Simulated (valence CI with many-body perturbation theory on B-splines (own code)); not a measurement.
## Questions on Dy²⁶⁺

Calculated by configuration interaction combined with many-body perturbation theory (CI+MBPT): four valence electrons over a frozen Dirac-Fock core [Kr], radial functions for each j: 7 s, 7 p, 8 d, 6 f, 4 g, 1 h, with the one-electron correlation potential Σ1 (screened to all orders), the two-electron term Σ2, the three-electron term Σ3, Breit, model QED; selected single and double excitations, second order for the rest, scaled by the run's own slope (own B-spline code, finite nucleus).

The last digits are not significant, and no measured levels were compared; by estimate large intervals hold to a few tenths of a per cent, small ones and those within an open d or f shell to about a per cent. The list stops below the first excitations out of the core.

Levels are named by their leading jj configuration (3d3/2^4 stands for four electrons in 3d with j = 3/2), which in mixed levels can hold well under half, so a name can repeat and another be missing.

Rates and lifetimes use the calculated energies. Strong lines usually hold to 10 to 20 %, long lifetimes can be off by a factor of two.

Q: What is the ground level?

A: (4d3/2^4) J=0, composition 53 % 4d4 3P + 37 % 4d4 5D + 9 % 4d4 1S.

Q: How well does LS coupling describe the low levels?

A: Among the lowest 20 levels the leading LS term, summed over configurations, holds 50 % on average. For single configurations the figures are 50 % in LS and 85 % in jj coupling. Terms mix most in the J = 4 level at 84505 cm⁻¹, where the leading one holds 31 %.

Q: What is the ionisation energy?

A: 925.85 eV; NIST lists 924 ± 4 eV (theoretical).
